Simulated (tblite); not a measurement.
Species: C7H8N (doublet state).
SMILES with atom numbers: `[NH2:1][C@@:2]12[CH:3]=[C:4][C@@H:5]([CH:6]=[CH:7]1)[CH2:8]2` (hydrogens: H9, H10 on N1; H11 on C3; H12 on C5; H13 on C6; H14 on C7; H15, H16 on C8)

Structure used (GFN2-xTB), in Å, numbered top down from 1:
```xyz
16
C7H8N angstrom
N      0.2006    1.1627   -1.6933
C      0.1487    0.4151   -0.4932
C      1.5278   -0.0274    0.1712
C      1.2020   -0.9918    0.9813
C     -0.2907   -1.2265    0.9582
C     -0.9036    0.0479    1.5116
C     -0.6403    1.0231    0.6516
C     -0.5153   -0.9753   -0.5498
H      0.6518    0.6596   -2.4464
H      0.6314    2.0698   -1.5678
H      2.4567    0.4496   -0.0629
H     -0.6498   -2.1609    1.3775
H     -1.4018    0.1048    2.4603
H     -0.8737    2.0683    0.7121
H      0.0157   -1.6802   -1.1887
H     -1.5670   -0.9298   -0.8331
```

Computed values, GFN2-xTB/tblite, gas phase, harmonic and unscaled. Errors from tens to a few hundred cm⁻¹ against measured bands are possible. One conformer, not necessarily the lowest. Open shells enter through the occupations alone, without spin polarisation, and single modes of such species can be off by tens of per cent.

Harmonic wavenumbers (cm⁻¹): 257.9, 298.1, 317.2, 418.5, 456.6, 479.0, 504.8, 616.2, 643.7, 714.4, 764.0, 780.6, 795.6, 819.4, 822.0, 890.1, 940.5, 961.3, 975.8, 987.2, 1029.3, 1063.1, 1083.2, 1092.6, 1161.8, 1198.7, 1210.0, 1235.0, 1242.1, 1329.5, 1478.0, 1521.6, 1632.1, 1690.5, 2987.3, 2996.3, 3029.0, 3139.4, 3156.7, 3171.8, 3411.2, 3448.3.

A = 3721, B = 2462, C = 2133 MHz; mass 106.066 u (most abundant isotopes); point group C1, symmetry number 1; spin multiplicity 2.

What is the zero-point energy?

½Σν̃ = 28375 cm⁻¹ = 81.13 kcal/mol.

Entropy at 298.15 K, 1 bar (ideal gas, RRHO, classical rotation)?

Translation 39.92, rotation 27.20, vibration 10.73, spin (R ln 2) 1.38: S = 79.2 cal/(mol K).

And Cp and H(298.15 K) − H(0)?

Cp = 29.14 cal/(mol K), of which vibrations give 21.19 (their classical limit is 42 R = 83.5); H(298.15 K) − H(0) = 4.60 kcal/mol without the zero-point energy, 2.23 from vibrations.

What must be added to the electronic energy to get the Gibbs energy at 298.15 K and 1 bar?

ZPE + [H(298.15 K) − H(0)] − T·S = 81.13 + 4.60 − 23.62 = 62.11 kcal/mol.

How do the functions run with temperature in this model?

| T (K) | S (cal/(mol K)) | Cp (cal/(mol K)) | H − H(0) (kcal/mol) | G − H(0) (kcal/mol) | ln q(vib) |
| --- | --- | --- | --- | --- | --- |
| 150 | 65.2 | 13.9 | 1.44 | -8.34 | 0.25 |
| 250 | 74.6 | 23.9 | 3.32 | -15.32 | 1.08 |
| 400 | 89.2 | 39.3 | 8.09 | -27.61 | 3.08 |
| 600 | 108.1 | 53.6 | 17.50 | -47.37 | 6.46 |
| 900 | 132.5 | 66.2 | 35.65 | -83.58 | 11.84 |

q(vib) and H(0) count from the zero-point level.

Which modes carry the vibrational entropy at 298.15 K?

257.9 cm⁻¹: 1.68; 298.1 cm⁻¹: 1.43; 317.2 cm⁻¹: 1.32; 418.5 cm⁻¹: 0.90; 456.6 cm⁻¹: 0.78; 479.0 cm⁻¹: 0.71 cal/(mol K); the other 36 give 3.92 together.

Hindered rotation and anharmonicity are outside this model. Other conformers, if any are populated, would add a mixing term that is left out. The structure is chiral; the term R ln 2 for an equal mix with its mirror image is left out.
